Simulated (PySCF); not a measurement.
**Germanium: highly charged ions in a basis for the neutral atom**

Ge²³⁺ [He] 2s2 2p5, Ge²⁴⁺ [He] 2s2 2p4. Calculation: PySCF 2.14, in def2-TZVP (6s5p4d1f, 48 functions); the non-relativistic Hamiltonian (point nucleus). No spin-orbit coupling, so a gap to NIST mixes the basis error with missing relativistic terms.

Changed run: basis of the neutral atom used for a highly charged ion. This setting is unsound on purpose.

```json
{"species": "Ge²³⁺", "method": "UHF", "sound run (hartree)": "not run", "changed run (hartree)": "-1702.80112", "converged": "yes"}
{"species": "Ge²³⁺", "method": "LDA", "sound run (hartree)": "not run", "changed run (hartree)": "-1699.80414", "converged": "yes"}
{"species": "Ge²³⁺", "method": "PBE", "sound run (hartree)": "not run", "changed run (hartree)": "-1702.74021", "converged": "yes"}
{"species": "Ge²⁴⁺", "method": "UHF", "sound run (hartree)": "not run", "changed run (hartree)": "-1618.21331", "converged": "yes"}
{"species": "Ge²⁴⁺", "method": "LDA", "sound run (hartree)": "not run", "changed run (hartree)": "-1615.22876", "converged": "yes"}
{"species": "Ge²⁴⁺", "method": "PBE", "sound run (hartree)": "not run", "changed run (hartree)": "-1618.12551", "converged": "yes"}
```

Ionisation energy of Ge²³⁺:

```csv
method,changed run (eV),NIST (eV)
UHF,2301.8,2304 ± 4
LDA,2301.4,2304 ± 4
PBE,2302.5,2304 ± 4
```

The contracted functions were made for the neutral atom and can be too rigid for a highly charged ion.
